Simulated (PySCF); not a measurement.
C$_{2}$F$_{6}$, charge -1, doublet, at the geometry of the source list (a state made from the parent by changing its charge; the spin is typed, not shown lowest) (in this run its highest filled SCF level lies above zero, so its values depend strongly on the basis, on diffuse functions most of all); B3LYP/3-21G (PySCF).

Input for PySCF:
```python
from pyscf import gto, scf, dft

mol = gto.M(
    atom='''
F     1.396600   -0.293400   -1.026600
C     0.764800   -0.070200    0.119500
F     1.255500    1.039000    0.659300
F     1.016600   -1.082600    0.940700
C    -0.764800    0.070200   -0.119500
F    -1.016700    1.082700   -0.940600
F    -1.255500   -1.039000   -0.659400
F    -1.396600    0.293300    1.026600
''',
    basis='3-21g',
    charge=-1,
    spin=1,
    verbose=3,
)

mf = dft.UKS(mol)
mf.xc = 'b3lyp'
mf.kernel()
mf.analyze()
```

What the program printed (banner, timings and long lists left out):

```
converged SCF energy = -671.37273355187  <S^2> = 0.75095598  2S+1 = 2.0009558
**** MO energy ****
                             alpha | beta                alpha | beta
MO #1   energy= -24.3320724239519  | -24.3299493054758  occ= 1 | 1
MO #2   energy= -24.3318995420771  | -24.3297836697321  occ= 1 | 1
MO #3   energy= -24.3312606296446  | -24.3291280940029  occ= 1 | 1
MO #4   energy= -24.3309366571474  | -24.3288085102426  occ= 1 | 1
MO #5   energy= -24.3113300978259  | -24.3060093464485  occ= 1 | 1
MO #6   energy= -24.3112192022866  | -24.3058998079939  occ= 1 | 1
MO #7   energy= -10.066363699586   | -10.0610336639383  occ= 1 | 1
MO #8   energy= -10.0651111891471  | -10.0597554280297  occ= 1 | 1
MO #9   energy= -1.07414814635415  | -1.0660959250099   occ= 1 | 1
MO #10  energy= -1.05343793206952  | -1.04643802992693  occ= 1 | 1
MO #11  energy= -0.976656472960828 | -0.972204394185618 occ= 1 | 1
MO #12  energy= -0.9693269464158   | -0.962684985357965 occ= 1 | 1
MO #13  energy= -0.967146450670542 | -0.957667508200235 occ= 1 | 1
MO #14  energy= -0.959707552951917 | -0.948736291367617 occ= 1 | 1
MO #15  energy= -0.490903904955867 | -0.47502334280584  occ= 1 | 1
MO #16  energy= -0.406139875398734 | -0.400163321652183 occ= 1 | 1
MO #17  energy= -0.35952354797294  | -0.354924248694334 occ= 1 | 1
MO #18  energy= -0.345302504354516 | -0.338241125610028 occ= 1 | 1
MO #19  energy= -0.342171710431371 | -0.326574004201241 occ= 1 | 1
MO #20  energy= -0.311892699821812 | -0.30789617098054  occ= 1 | 1
MO #21  energy= -0.311297150404692 | -0.297464647180549 occ= 1 | 1
MO #22  energy= -0.223517559994771 | -0.218533747444015 occ= 1 | 1
MO #23  energy= -0.204875896593327 | -0.197626262342774 occ= 1 | 1
MO #24  energy= -0.203903492265438 | -0.196575262098254 occ= 1 | 1
MO #25  energy= -0.191830197126001 | -0.184766543461069 occ= 1 | 1
MO #26  energy= -0.190678671167897 | -0.18415658047758  occ= 1 | 1
MO #27  energy= -0.17505359540984  | -0.171420446557465 occ= 1 | 1
MO #28  energy= -0.168193243697928 | -0.163803987327129 occ= 1 | 1
MO #29  energy= -0.154416708965898 | -0.152077942580628 occ= 1 | 1
MO #30  energy= -0.148130494628455 | -0.143270002352941 occ= 1 | 1
MO #31  energy= -0.142904109158379 | -0.137246027615115 occ= 1 | 1
MO #32  energy= -0.138272967759996 | -0.132321401639926 occ= 1 | 1
MO #33  energy= -0.0836023008346967 | -0.0700947729695267 occ= 1 | 1
MO #34  energy= 0.320434926622515  | 0.400658115430889  occ= 1 | 0
MO #35  energy= 0.392511733694532  | 0.422467155925202  occ= 0 | 0
MO #36  energy= 0.489487158817882  | 0.49984415205364   occ= 0 | 0
MO #37  energy= 0.494577593410928  | 0.502478593234605  occ= 0 | 0
MO #38  energy= 0.520468891368046  | 0.54158470686615   occ= 0 | 0
MO #39  energy= 0.547321638662603  | 0.576029333898885  occ= 0 | 0
MO #40  energy= 0.568667211911097  | 0.596325276605893  occ= 0 | 0
MO #41  energy= 0.884556838118048  | 0.887894292564516  occ= 0 | 0
MO #42  energy= 0.913782476861468  | 0.924369281516294  occ= 0 | 0

To work with the spin densities directly, `use mulliken_meta_spin()` only printing them here.

 ** Mulliken spin pop alpha/beta on meta-lowdin orthogonal AOs **
 ** Mulliken Spin Density (per atom)  **
spin density of  0 F =      0.03827
spin density of  1 C =      0.31867
spin density of  2 F =      0.03740
spin density of  3 F =      0.10560
spin density of  4 C =      0.31875
spin density of  5 F =      0.10562
spin density of  6 F =      0.03740
spin density of  7 F =      0.03828
 ** Mulliken pop alpha/beta on meta-lowdin orthogonal AOs **
 ** Mulliken atomic charges   ( Nelec_alpha | Nelec_beta ) **
charge of  0F =     -0.29532  (     4.66680      4.62853 )
charge of  1C =      0.41918  (     2.94974      2.63107 )
charge of  2F =     -0.29487  (     4.66613      4.62873 )
charge of  3F =     -0.32895  (     4.71727      4.61167 )
charge of  4C =      0.41914  (     2.94981      2.63105 )
charge of  5F =     -0.32898  (     4.71730      4.61168 )
charge of  6F =     -0.29489  (     4.66614      4.62874 )
charge of  7F =     -0.29532  (     4.66680      4.62852 )

WARN: System has nonzero charge -1; the dipole moment is origin-dependent.
Location of origin: [0. 0. 0.]

Dipole moment(X, Y, Z, Debye):  0.00056, -0.00008,  0.00028
```
